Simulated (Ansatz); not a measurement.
Input file for Ansatz (a quantum-chemistry and plane-wave program): R-CCSD(T)/def2-TZVPPD on H3NPb (SMILES [NH2][PbH]), atoms moved off the minimum. Elements past Kr take the def2 small-core potentials; no spin–orbit coupling. Files ending in .json are basis or fitting sets from the Basis Set Exchange. The run froze 10 orbitals, filled d shells among them.

Ansatz 0.2 input:
```yaml
crystal:
  periodic: [false, false, false]
  atoms:
    - {symbol: Pb, position_ang: [-0.09550560, 0.13065561, 0.16293652]}
    - {symbol: H, position_ang: [-0.76887923, 1.24056237, -1.18880545]}
    - {symbol: N, position_ang: [0.55675630, -1.28718017, -1.31849848]}
    - {symbol: H, position_ang: [0.40224308, -1.18696423, -2.32709013]}
    - {symbol: H, position_ang: [1.05498036, -2.14337910, -1.05676768]}
basis:
  gaussian:
    orbitals: def2-TZVPPD.json
magnetization: {spin_polarized: false}
correlation: {method: ccsd_t, electrons: outside_noble_gas}
scf: {lower_state_search: off}
output: {forces: true}
```

Problem. What total energy does the run end on?

Solution. -248.3788 hartree (reference determinant -248.0332, T1 diagnostic 0.020).

Problem. How many basis functions does it have, and what does it roughly cost on one machine?

Solution. 144 functions; about 90 core-seconds (a rough figure).
